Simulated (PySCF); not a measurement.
C6H6FN.
Numbering: `[NH2:1][c:2]1[cH:3][cH:4][c:5]([F:6])[cH:7][cH:8]1` (hydrogens: H9, H10 on N1; H11 on C3; H12 on C4; H13 on C7; H14 on C8)

The same species was optimised twice, with GFN2-xTB and with PBE0-D3(BJ)/def2-SVP (PySCF), and the same property calculations (PySCF, gas phase) were run on both structures.

```json
{"coordinate": "C5–F6 (Å)", "GFN2-xTB": "1.355", "PBE0-D3(BJ)/def2-SVP": "1.338", "change": "-0.017"}
{"coordinate": "C7–C8 (Å)", "GFN2-xTB": "1.381", "PBE0-D3(BJ)/def2-SVP": "1.391", "change": "+0.010"}
{"coordinate": "C3–C4 (Å)", "GFN2-xTB": "1.381", "PBE0-D3(BJ)/def2-SVP": "1.391", "change": "+0.010"}
{"coordinate": "C2–C3 (Å)", "GFN2-xTB": "1.396", "PBE0-D3(BJ)/def2-SVP": "1.405", "change": "+0.009"}
{"coordinate": "C2–C8 (Å)", "GFN2-xTB": "1.396", "PBE0-D3(BJ)/def2-SVP": "1.405", "change": "+0.009"}
{"coordinate": "C5–C7 (Å)", "GFN2-xTB": "1.383", "PBE0-D3(BJ)/def2-SVP": "1.389", "change": "+0.006"}
{"coordinate": "C4–C5 (Å)", "GFN2-xTB": "1.383", "PBE0-D3(BJ)/def2-SVP": "1.388", "change": "+0.005"}
{"coordinate": "N1–C2 (Å)", "GFN2-xTB": "1.379", "PBE0-D3(BJ)/def2-SVP": "1.384", "change": "+0.005"}
{"coordinate": "C4–C5–C7 (°)", "GFN2-xTB": "121.6", "PBE0-D3(BJ)/def2-SVP": "120.7", "change": "-0.9"}
{"coordinate": "C3–C2–C8 (°)", "GFN2-xTB": "118.9", "PBE0-D3(BJ)/def2-SVP": "118.0", "change": "-0.9"}
{"coordinate": "C5–C7–C8 (°)", "GFN2-xTB": "119.0", "PBE0-D3(BJ)/def2-SVP": "119.6", "change": "+0.6"}
{"coordinate": "C3–C4–C5 (°)", "GFN2-xTB": "119.0", "PBE0-D3(BJ)/def2-SVP": "119.6", "change": "+0.6"}
{"coordinate": "C4–C5–F6 (°)", "GFN2-xTB": "119.2", "PBE0-D3(BJ)/def2-SVP": "119.7", "change": "+0.5"}
{"coordinate": "N1–C2–C3 (°)", "GFN2-xTB": "120.5", "PBE0-D3(BJ)/def2-SVP": "121.0", "change": "+0.5"}
{"coordinate": "F6–C5–C7 (°)", "GFN2-xTB": "119.2", "PBE0-D3(BJ)/def2-SVP": "119.7", "change": "+0.5"}
{"coordinate": "N1–C2–C8 (°)", "GFN2-xTB": "120.5", "PBE0-D3(BJ)/def2-SVP": "121.0", "change": "+0.5"}
```

Rotational constants: A = 5639, B = 1467, C = 1165 MHz (GFN2-xTB) against A = 5617, B = 1450, C = 1153 MHz (PBE0-D3(BJ)/def2-SVP). Point groups within 0.08 Å: Cs and Cs.

On the GFN2-xTB structure: HOMO (eV) -5.88 [PBE0/pcSseg-1]; LUMO (eV) -0.33 [PBE0/pcSseg-1]; dipole (D) 3.28 [PBE0/pcSseg-1]; GIAO shielding of N1 (ppm) 194.2 [PBE0/pcSseg-1]; GIAO shielding of C2 (ppm) 38.8 [PBE0/pcSseg-1]; GIAO shielding of C3/C8 (mean) (ppm) 70.0 [PBE0/pcSseg-1]; GIAO shielding of C4/C7 (mean) (ppm) 64.7 [PBE0/pcSseg-1]; GIAO shielding of C5 (ppm) 22.5 [PBE0/pcSseg-1]; GIAO shielding of F6 (ppm) 305.8 [PBE0/pcSseg-1].

Problem. What do these properties become on the PBE0-D3(BJ)/def2-SVP structure?

Solution. 
| property | level | on GFN2-xTB | on PBE0-D3(BJ)/def2-SVP | change |
| --- | --- | --- | --- | --- |
| HOMO (eV) | PBE0/pcSseg-1 | -5.88 | -5.91 | -0.03 |
| LUMO (eV) | PBE0/pcSseg-1 | -0.33 | -0.37 | -0.04 |
| dipole (D) | PBE0/pcSseg-1 | 3.28 | 3.11 | -0.17 |
| energy, GFN2-xTB geometry as zero (kcal/mol) | PBE0/pcSseg-1 | 0.0 | -0.3 | -0.3 |
| GIAO shielding of N1 (ppm) | PBE0/pcSseg-1 | 194.2 | 192.6 | -1.6 |
| GIAO shielding of C2 (ppm) | PBE0/pcSseg-1 | 38.8 | 37.0 | -1.8 |
| GIAO shielding of C3/C8 (mean) (ppm) | PBE0/pcSseg-1 | 70.0 | 67.1 | -2.9 |
| GIAO shielding of C4/C7 (mean) (ppm) | PBE0/pcSseg-1 | 64.7 | 62.9 | -1.8 |
| GIAO shielding of C5 (ppm) | PBE0/pcSseg-1 | 22.5 | 22.4 | -0.1 |
| GIAO shielding of F6 (ppm) | PBE0/pcSseg-1 | 305.8 | 307.6 | +1.8 |

The heavy atoms differ by 0.015 Å rms after alignment. Among bonds between heavy atoms C5–F6 changes most (-0.017 Å). Changes are differences of the printed values. Neither structure is proved a minimum here.

Shape of the structure used: `[NH2:1][c:2]1[cH:3][cH:4][c:5]([F:6])[cH:7][cH:8]1`: H–N1–C2–C3 -23°, H–N1–C2–C3 -159°.
